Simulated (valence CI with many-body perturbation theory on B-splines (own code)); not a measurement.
**Nd⁴⁵⁺: key properties**

Method: configuration interaction combined with many-body perturbation theory (CI+MBPT): five valence electrons over a frozen Dirac-Fock core [Ne], radial functions for each j: 9 s, 9 p, 8 d, 6 f, 3 g, 1 h, with the one-electron correlation potential Σ1, the two-electron term Σ2, the three-electron term Σ3, Breit, model QED; selected CI, second order for the rest, scaled by the run's own slope (own B-spline code, finite nucleus).

The last digits are not significant, and no measured levels were compared; by estimate large intervals hold to a few tenths of a per cent, small ones and those within an open d or f shell to about a per cent. Among the levels kept, up to 1200 cm⁻¹ of a level comes from second order outside the variational space, and about a tenth of that is noise between levels of different J, which matters for small intervals.

Levels are named by their leading jj configuration (3d3/2^4 stands for four electrons in 3d with j = 3/2), which in mixed levels can hold well under half, so a name can repeat and another be missing.

Rates and lifetimes use the calculated energies. Strong lines usually hold to 10 to 20 %, long lifetimes can be off by a factor of two.

(1) What is the ground level?

(2) Where does the other parity begin?

(3) Among levels below 3511.8 × 10³ cm⁻¹, which E1 lines absorb most strongly from the ground level?

(4) What are the static dipole polarisabilities of the lowest levels?

(5) What is the ionisation energy?

(6) How well does LS coupling describe the low levels?

(7) Name the longest-lived excited levels whose lifetime is computed, and their main decay.

Results:

(1) (3s^2 3p1/2^2 3p3/2) J=3/2, composition 46 % 3s2 3p3 2P° + 28 % 3s2 3p3 4S° + 26 % 3s2 3p3 2D°, g = 1.372.

(2) At (3s^2 3p1/2^2 3d3/2) J=3/2, 1409.7 × 10³ cm⁻¹.

(3) to (3s^2 3p1/2 3p3/2 3d3/2) J=3/2 at 3.733 nm, f = 0.288; to (3s^2 3p1/2 3p3/2 3d3/2) J=5/2 at 3.804 nm, f = 0.254; to (3s^2 3p1/2 3p3/2 3d3/2) J=1/2 at 3.729 nm, f = 0.106.

(4) (3s^2 3p1/2^2 3p3/2) J=3/2 0.00777 (tensor 0.00062) bohr³, of which the core gives 0.000117.

(5) 3664.7 eV; NIST lists 3662 ± 4 eV (theoretical).

(6) Among the lowest 20 levels the leading LS term, summed over configurations, holds 51 % on average. For single configurations the figures are 49 % in LS and 90 % in jj coupling. Terms mix most in the J = 5/2 level at 1708.3 × 10³ cm⁻¹, where the leading one holds 29 %.

(7) (3s^2 3p1/2 3p3/2 3d5/2) J=9/2 at 2701.0 × 10³ cm⁻¹ lives 4.10 μs, mostly by M1 to (3s^2 3p1/2 3p3/2 3d3/2) J=7/2; (3s^2 3p1/2 3p3/2^2) J=5/2 at 1050.1 × 10³ cm⁻¹ lives 298 ns, mostly by M1 to (3s^2 3p1/2^2 3p3/2) J=3/2; (3s^2 3p1/2 3p3/2^2) J=1/2 at 1143.6 × 10³ cm⁻¹ lives 80.5 ns, mostly by M1 to (3s^2 3p1/2^2 3p3/2) J=3/2.
